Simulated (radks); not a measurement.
The numbers below are computed, except where a source is named.
Dynamic dipole polarisability and lines of the bromine ion Br6+, [Ar] 3d10 4s1. Code: a radial shooting solver on a logarithmic mesh with Libxc functionals. Model: scalar-relativistic Kohn-Sham, PBE, spin-polarised, spherical densities, finite nucleus; open shells are filled with parallel spins first (spin-orbit coupling, left out, can overturn this in heavy ions); Fermi nuclear charge, rms radius of each element as measured or else 0.836 A^(1/3) + 0.57 fm. Time-dependent linear response with the Hartree and adiabatic LDA kernel, continuum included through the Sternheimer equations, no spin-orbit coupling, so fine structure and intercombination lines are absent. Lines are the poles of the dipole polarisability below minus the highest occupied eigenvalue, found on a grid refined at the orbital gaps; the lowest seven at most are given, and weak or close lines can be missed. The first line takes the name of the lowest orbital gap if no other gap lies below it; otherwise a line is named after a gap within 0.6 % of it, if that gap stands alone.

| photon energy (eV) | alpha (bohr^3) |
|---|---|
| 0 | 2.136 |
| 1.592 | 2.151 |
| 11.145 | 3.337 |
| 20.698 | -4.567 |
| 30.251 | -0.5960 |
| 39.804 | -0.07460 |
| 49.357 | 0.1621 |
| 58.910 | 0.1107 |
| 68.463 | 0.4486 |
| 78.016 | 6.177 |
| 87.569 | 0.01204 |

Lines (eV, oscillator strength): 17.679 (70.13 nm, 4s-4p), f = 0.766; 56.633 (21.89 nm, unassigned), f = 0.0525; 73.205 (16.94 nm, 4s-6p), f = 0.0209; 75.814 (16.35 nm, 3d-4p), f = 0.0605; 78.383 (15.82 nm, unassigned), f = 0.474; 81.114 (15.29 nm, 4s-7p), f = 0.00956; 85.616 (14.48 nm, 4s-8p), f = 0.00602. Higher lines, where found, are left out when the end of the mesh affects them. Those listed give 89 % of the static polarisability (sum of f/w^2). Orbital energy gaps for comparison: 4s-4p 16.540 eV; 4s-5p 57.038 eV; 4s-6p 73.350 eV; 3d-4p 75.849 eV; 3d-4p down 77.662 eV. At laser wavelengths: 1550 nm 2.140, 1064 nm 2.144, 780 nm 2.151, 532 nm 2.168, 355 nm 2.210, 266 nm 2.272, 193 nm 2.413 bohr^3.
